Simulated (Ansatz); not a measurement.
Consider the ligand exchange at a Ga–O bond: `C[O][Ga]([F])[SH]` + H–F → `[F][Ga]([F])[SH]` + CH₃OH.

Computed with Ansatz on PBE0-D4/def2-TZVP structures; ΔE is electronic, products minus reactants. CCSD(T)/CBS adds triple-zeta CCSD(T) − MP2 to the extrapolated MP2 energy (def2 sets, frozen cores). This one scheme is used for every species. DFT in def2-TZVPP. B3LYP here is the variant with VWN-RPA as its local correlation; programs differ in this. HSE06 is defined as in plane-wave codes. For Ga outer-core shells are correlated without core-valence functions, which leaves a few kJ/mol of doubt a bond. Scalar relativity is left out up to krypton. Each species was taken in one conformer, which may not be the lowest.

```
             level  ΔE (kJ/mol)  difference from CCSD(T)/CBS
         revPBE-D4        -24.9                         -6.1
         r2SCAN-D4        -28.8                        -10.0
           PBE0-D4        -26.0                         -7.2
          B3LYP-D4        -26.5                         -7.7
        r2SCANh-D4        -28.3                         -9.5
        r2SCAN0-D4        -27.8                         -9.0
          HSE06-D4        -26.0                         -7.2
            r2SCAN        -30.1                        -11.3
              PBE0        -30.2                        -11.4
             B3LYP        -34.0                        -15.2
           r2SCAN0        -29.5                        -10.7
RPA@PBE/def2-TZVPP        -21.8                         -3.0
       HF/def2-SVP        -40.8                        -22.0
      MP2/def2-SVP        -29.6                        -10.8
  CCSD(T)/def2-SVP        -30.9                        -12.1
     MP2/CBS(def2)        -16.1                          2.7
       CCSD(T)/CBS        -18.8                            0
```

(1) What do rigid-rotor, harmonic-oscillator terms from PBE0-D4/def2-TZVP frequencies (298.15 K, 1 bar) make of the CCSD(T)/CBS value? (An estimate is asked.)

Largest T1 diagnostic among the species: 0.014.

Results:

(1) Ansatz gave: ΔZPE = +5.9 kJ/mol, ΔH = -16.2 kJ/mol, ΔS = 13 J/(mol·K), ΔG = -20.1 kJ/mol.

The D4 term adds +7.4 kJ/mol with B3LYP and +4.2 kJ/mol with PBE0; it sums over pairs of atoms, weighted by their polarisabilities, and B3LYP, whose exchange is more repulsive, gets the larger term. At CCSD(T), def2-SVP lies −12.1 kJ/mol from the extrapolated value and def2-TZVPP −2.9 kJ/mol. Leaving LDA and LC-ωPBE aside and taking each functional with its dispersion term where it has one, the values, not all of them listed here, spread over 8.1 kJ/mol, from B97M-V to revPBE-D4. LDA lies +9.8 kJ/mol from PBE without D4.
